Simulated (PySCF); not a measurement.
C₆H₁₀ClFSi.
Numbering: `[CH3:1][C:2]1=[CH:3][SiH2:4][C@:5]([F:6])([CH2:7][Cl:8])[CH2:9]1`

Structure used (GFN2-xTB), in Å, numbered top down from 1:
```xyz
19
C6H10ClFSi angstrom
C      2.6885   -0.5638   -0.1317
C      1.3293    0.0341    0.0222
C      1.0741    1.2635    0.4740
Si    -0.7534    1.6601    0.5301
C     -1.1223    0.0086   -0.4073
F     -1.3319    0.3343   -1.7558
C     -2.3422   -0.7552    0.0580
Cl    -3.7133    0.3589    0.2852
C      0.1567   -0.8345   -0.3496
H      2.8673   -0.8239   -1.1749
H      3.4595    0.1294    0.1943
H      2.7678   -1.4799    0.4536
H      1.8759    1.9239    0.7637
H     -1.3152    1.6365    1.8813
H     -1.2196    2.7846   -0.2703
H     -2.6542   -1.5032   -0.6728
H     -2.1545   -1.2223    1.0233
H      0.3259   -1.3084   -1.3202
H      0.0518   -1.6334    0.3896
```

Definitions: NICS(0) = −σiso at the ring centroid; NICS(1) = −σiso and NICS(1)zz = −σzz at ±1 Å along the ring normal z. Level: GIAO PBE0/pcSseg-1 (PySCF, non-relativistic, gas phase) on the GFN2-xTB geometry, one conformer.

Ring bond lengths (Å), with Mayer bond orders in brackets: C2–C3 1.334 (1.89), C3–Si4 1.871 (0.91), Si4–C5 1.935 (0.79), C5–C9 1.533 (0.97), C9–C2 1.506 (1.01).

Problem. What do the NICS probes read (ppm)?

Solution. 
```
           ring                                                      type  NICS(0)  NICS(1), two faces  NICS(1)zz, two faces  rms pucker (Å)  centre to ring atoms, mean (Å)
C2–C3–Si4–C5–C9  5-membered ring with Si; formal bonds 1 double, 4 single     -0.9         -2.5 / -2.9            0.2 / -0.5            0.08                            1.38
```

Problem. What do they say, and how far can they be read as aromaticity?

Solution. 
- C2–C3–Si4–C5–C9: mean NICS(1)zz -0.2 ppm, near zero. Si4, C5, C9 have four or more neighbours, and the NICS criterion for π rings isn't applied.

Problem. What are the shieldings of the ring atoms and their hydrogens in the same run (means over atoms taken as equivalent)?

Solution. 
```
atoms                      environment  σ isotropic (ppm)
   C2  fully substituted alkene carbon               16.6
   C3                 alkene CH carbon               62.2
  Si4                     SiH2 silicon              372.7
   C5                   sp3 C–F carbon               79.2
   C9                   allylic carbon              133.7
  H13                 vinylic hydrogen              26.01
  H14                    Si–H hydrogen              26.79
  H15                    Si–H hydrogen              26.90
  H18               methylene hydrogen              29.09
  H19               methylene hydrogen              29.47
```
